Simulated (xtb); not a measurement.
Cl₃NbO, charge -1, doublet, geometry from GFN2-xTB (such geometries of metal compounds can be far from the true shape) (the multiplicity is a formal guess). Base run: GFN2-xTB in xtb.

Geometry (Å):
```xyz
5

Nb     0.2637    -0.3101    -0.1716
O      1.7794    -0.6424    -0.8303
Cl     0.6589     1.2184     1.6372
Cl    -0.7683     1.6038    -1.1691
Cl    -1.3641    -1.7720     0.3366
```
Charge -1, spin multiplicity 2.
All else is at xtb's defaults.
Base energy -20.01461 Eh.

The base run was repeated with changes; each row names its change, and settings that it needs were set with it.

```
change         ΔE vs base (mEh)  G_solv (kcal/mol)  SCF cycles
-------------  ----------------  -----------------  ----------
base                      0.000                  -          27
etemp = 3000             -3.572                  -          27
etemp = 10000           -83.950                  -          26
file = coord              0.000                  -          27
etemp = 1000             -0.042                  -          27
gbsa = thf              -75.117             -47.61          24
alpb = dmf              -69.022             -43.35          28
acc = 30                  0.000                  -          22
alpb = chcl3            -66.524             -41.76          28
```

ALPB and GBSA are two models with their own fitted parameters for each solvent, which aren't always the measured dielectric constant.
